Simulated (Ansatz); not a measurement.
# FGeH6NSi: where a starting geometry ends

The starting geometry of this gas-phase singlet was optimised with GFN2-xTB; its bonds are those of `[NH2][GeH2][SiH2]F`.

```tsv
atom	x (Å)	y (Å)	z (Å)
F	-3.3415	1.9754	1.1884
Ge	-1.6570	-0.4220	-0.1143
N	-0.3772	-0.3339	1.1765
Si	-2.6894	1.6585	-0.2537
H	0.1888	-1.1555	1.3337
H	-0.6690	0.0212	2.0766
H	-0.8652	-0.8247	-1.3348
H	-2.5906	-1.6148	0.0927
H	-1.7832	2.7787	-0.4682
H	-3.8323	1.7079	-1.1552
```

Problem. Where would you expect an optimisation with B3LYP-D3(BJ)/def2-SVP to take it?

Solution. It keeps its bonds, and is `[NH2][GeH2][SiH2]F`.

The energy falls by 0.19 eV over 17 steps:

```csv
step,E − E(last) (eV)
1,0.191
3,0.007
5,0.002
6,0.001
8,0.000
10,0.000
12,0.000
13,0.000
15,0.000
17,0.000
```

Final geometry (Å):

```xyz
10

F    -3.1102    1.9782    1.3326
Ge   -1.5923   -0.4666   -0.1671
N    -0.3887   -0.2983    1.2354
Si   -2.6930    1.6541   -0.2202
H     0.1193   -1.1529    1.4608
H    -0.8315    0.0384    2.0900
H    -0.7727   -0.7340   -1.4481
H    -2.6202   -1.6240   -0.0108
H    -1.7915    2.7439   -0.6875
H    -3.9356    1.6522   -1.0433
```

The end wasn't checked by frequencies. Run with Ansatz 0.2.0, 42 s on 2 threads of Arm Neoverse V2, with other jobs on the host.
